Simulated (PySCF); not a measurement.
Telling isomers of C5H9FSi2 apart by NMR

Theory: structure optimised with GFN2-xTB, shielding tensors at PBE0/pcSseg-1 (GIAO), in PySCF 2.14.0 with density-fitted response routines (non-relativistic, one conformer, equivalent nuclei averaged, no solvent model).

Scale: TMS for $^{1}$H and $^{13}$C (reference shieldings calculated alike). Splittings of carbon signals by F and P are missing where no couplings were computed. Where no couplings were computed, multiplicities follow the n + 1 count of equivalent neighbours, and m marks all less simple cases (inequivalent or close neighbours, rings, F or P nearby). Shifts are as computed. Against solution values, carbons near 30 ppm lie about +3 ppm off and those near 130 ppm about +5 ppm. Of 1309 compounds with measured shifts, 239 miss one by over three times the rms of a fit or turn the order of signals round; such compounds aren't used in these exercises.

(1) Tabulate the signals of `CC1=C[SiH2]C=C[Si@@H]1F`, `C=C[Si@@H]1[SiH2]C(F)=C1C` and their relative energies.

(2) What is the quickest way to tell CC1=C[SiH2]C=C[Si@@H]1F from C=C[Si@@H]1[SiH2]C(F)=C1C?

Answers

(1) 
```json
{"SMILES": "CC1=C[SiH2]C=C[Si@@H]1F", "carbon types": "1×C 3×CH 1×CH3", "δC": "167.4, 156.8, 155.3, 143.2, 31.2", "δH": "7.55 (m, 1H), 7.51 (m, 1H), 6.94 (m, 1H), 5.24 (m, 1H), 4.57 (m, 1H), 4.54 (m, 1H), 2.32 (s, 3H)", "E rel. (kcal/mol)": "0.0"}
{"SMILES": "C=C[Si@@H]1[SiH2]C(F)=C1C", "carbon types": "2×C 1×CH 1×CH2 1×CH3", "δC": "178.8, 150.5, 144.1, 139.2, 15.3", "δH": "6.62 (m, 1H), 6.43 (m, 1H), 6.26 (m, 1H), 4.90 (m, 1H), 4.77 (m, 1H), 4.67 (m, 1H), 2.03 (s, 3H)", "E rel. (kcal/mol)": "56.4"}
```

Energies are electronic energies at PBE0/pcSseg-1 on these geometries, without zero-point or thermal terms, each for the one conformer computed, which needn't be the lowest.

(2) Both give the same number of carbon signals, but DEPT or the intensities differ. The first has an alkene CH at 156.8 ppm, the second a terminal =CH2 carbon at 144.1 ppm. Their most deshielded carbons lie at 167.4 and 178.8 ppm. In the proton spectra the most deshielded non-exchanging signals are 7.55 (m, 1H) and 6.62 (m, 1H).
